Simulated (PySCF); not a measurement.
A GIAO shielding run with PySCF 2.14 (density fitting, non-relativistic, gas phase) on SMILES N([SiH2]CCC=C)[SiH3], C$_{4}$H$_{13}$NSi$_{2}$:

```
$ OMP_NUM_THREADS=1 python probes_run.py task.json out

{"job": {"kind": "nmr", "xc": "PBE0", "basis": "pcSseg-1"}, "charge": 0, "multiplicity": 1}
C      3.990052    -0.359884    -0.536027
C      3.011237     0.310202     0.042158
C      1.717394    -0.288337     0.491572
C      0.531745     0.346976    -0.234501
Si    -1.123597    -0.393830     0.322672
N     -2.366001     0.416398    -0.566171
Si    -4.078518     0.239092    -0.390113
H      4.900884     0.117318    -0.856270
H      3.922736    -1.421975    -0.708278
H      3.103272     1.377820     0.200715
H      1.601358    -0.128656     1.567149
H      1.725086    -1.364685     0.312231
H      0.668596     0.210948    -1.309413
H      0.543673     1.423817    -0.055485
H     -1.140514    -1.842427     0.064967
H     -1.360171    -0.156647     1.750724
H     -2.063864     0.916984    -1.385134
H     -4.668038     1.188024    -1.334377
H     -4.494495    -1.132105    -0.699957
H     -4.425984     0.551645     0.995047
```

Hardware: 1 thread of an Arm Neoverse N1, shared host. The job also computes population analyses, field gradients.

Q: How large is the calculation?

A: 72 electrons, 198 basis functions and 1068 auxiliary functions.

Q: How long does it take, and how much memory does it need?

A: 69 s of wall time, with 12 SCF cycles and 4 response iterations; peak memory 0.88 GiB. Times on a shared host scatter by some tens of per cent.
